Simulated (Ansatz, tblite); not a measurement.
Cost and result up the ladder for Zr(OH)4 (ZrO₄H₄) (9 atoms). The state is a singlet with charge 0. Geometry: PBE-D4/def2-SVP.

| atom | x (Å) | y (Å) | z (Å) |
| --- | --- | --- | --- |
| Zr1 | 0.0000 | 0.0000 | 0.0000 |
| O2 | -1.2194 | 0.8451 | -1.2473 |
| H3 | -1.8285 | 1.2604 | -1.8689 |
| O4 | 0.6863 | 1.3285 | 1.2334 |
| H5 | 1.0305 | 1.9911 | 1.8434 |
| O6 | 1.4724 | -0.7972 | -0.9763 |
| H7 | 2.2078 | -1.1934 | -1.4580 |
| O8 | -0.9393 | -1.3763 | 0.9902 |
| H9 | -1.4097 | -2.0581 | 1.4837 |

Ansatz on 4 threads of Arm Neoverse V2 on a shared host; xTB runs through tblite on one thread. Times are rough, summed over both states, and most runs start from the orbitals of an earlier one. No level here is sound enough to serve as a yardstick. The other state is a doublet.

In the def2 sets Zr takes a core potential; there is no spin–orbit coupling. The xTB rows come from tblite. HOMO above LUMO, or a gap near zero within one spin, warns that the state may not be the lowest or that an electron is smeared out.

Raw xTB energies of ions are shifted by several eV.

```tsv
level	functions	wall time	vertical IE (eV)	remarks
GFN2-xTB	29	0.007 s	13.89	–
GFN1-xTB	33	0.009 s	15.25	–
PBE-D4/def2-TZVP	188	8.5 s	9.70	gap within one spin near zero (+1 doublet)
r2SCAN-D4/def2-TZVP (with forces)	188	20 s	9.95	–
```
